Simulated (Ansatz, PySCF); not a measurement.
AlN (SMILES [N]=[Al]), triplet, at a GFN2-xTB geometry (such geometries of metal compounds can be far from the true shape), with bond 2-1 at 1.8 times its length. Base run: CASSCF(4,5)/STO-3G run with PySCF.

Input for PySCF:
```python
from pyscf import gto, scf, mcscf
import numpy

mol = gto.M(
    atom='''
Al   -0.00000000   -0.00000000   -0.59733437
N     0.00000000    0.00000000    2.47467096
''',
    basis='sto-3g',
    spin=2,
    verbose=3,
)

mf = scf.ROHF(mol)
mf.kernel()
mc = mcscf.CASSCF(mf, 5, 4)
mc.fix_spin_(ss=2.0)
mc.kernel()
occ = numpy.linalg.eigvalsh(mc.fcisolver.make_rdm1(mc.ci, mc.ncas, mc.nelecas))[::-1]
ss = mc.fcisolver.spin_square(mc.ci, mc.ncas, mc.nelecas)[0]
print('natural occupations', occ.round(4), ' <S^2>', round(ss, 4))
```

Programs used: Ansatz (an electronic-structure program), PySCF; a row that names a program was run with it.

Each row names what was changed in the base input (with any setting that the change needs).

```csv
change,ΔE vs base (kcal/mol),natural occupations,<S^2> of the state
base,0.000,1.93 1.00 1.00 0.04 0.04,2.00
"active space = 6 electrons, 5 orbitals",7.40,2.00 1.96 1.00 1.00 0.04,2.00
code = ansatz,-42.88,-,-
orbitals = fixed (CASCI),16.57,2.00 1.00 1.00 0.00 0.00,2.00
state_average = 2 states,-34.81,-,-
"active space = 2 electrons, 4 orbitals",16.64,1.00 1.00 0.00 0.00,2.00
"code = ansatz; correction = SC-NEVPT2, all electrons",-54.38,-,-
"active space = 8 electrons, 6 orbitals",7.78,2.00 2.00 1.96 1.00 1.00 0.04,2.00
conv_tol = 1e-5,0.000,1.93 1.00 1.00 0.04 0.04,2.00
"active space = 6 electrons, 7 orbitals",-59.42,1.93 1.45 1.00 1.00 0.55 0.03 0.03,2.00
correction = SC-NEVPT2,-28.49,1.93 1.00 1.00 0.04 0.04,2.00
```

Active orbitals are taken around the Fermi level unless the row says otherwise; CASSCF can end in different local minima, and two programs can end on different orbitals. State-averaged rows give the lowest state.

Open shells are given as the SCF converged; they aren't shown to be the lowest states, and a large step between rows can be another state.
